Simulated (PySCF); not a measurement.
Polarisability and C₆ of Fe²⁺ (iron, charge +2)

[Ar] 3d6, high-spin 5D determinant. Computed with PySCF 2.14 in dyall-av2z (16s12p7d2f, 101 functions), with no relativity, point nucleus. Coupled (time-dependent) response in atomic units; α is the mean over directions. A double-zeta set is small for polarisabilities.

```tsv
method	mean α (bohr³)	α xx, yy, zz	C₆ (like pair)	S(−4)
r2SCAN0	3.465	3.705, 3.705, 2.984	9.931	6.540
revPBE	3.832	4.093, 4.093, 3.309	10.96	9.378
```

S(−4) is the Cauchy moment in α(ω) = α(0) + S(−4) ω² + …

α(iu) at revPBE:

```csv
u (hartree),α(iu) (bohr³)
0,3.832
0.0500,3.809
0.100,3.742
0.200,3.516
0.300,3.234
0.500,2.703
0.750,2.204
1.00,1.840
1.50,1.339
2.00,1.015
3.00,0.6437
5.00,0.3330
```

A single London oscillator, α(iu) = α/(1 + u²/ω²), gives C₆ = (3/4) ω α². Matching the computed C₆ needs ω = 4 × 10.96 / (3 × 3.832²) = 0.995 hartree.

For an ion, C₆ is the dispersion term alone; charge-induced terms of lower order in 1/R come first.

The components differ because the open shell of this determinant is not spherical; for a pure term their mean is the scalar polarisability.
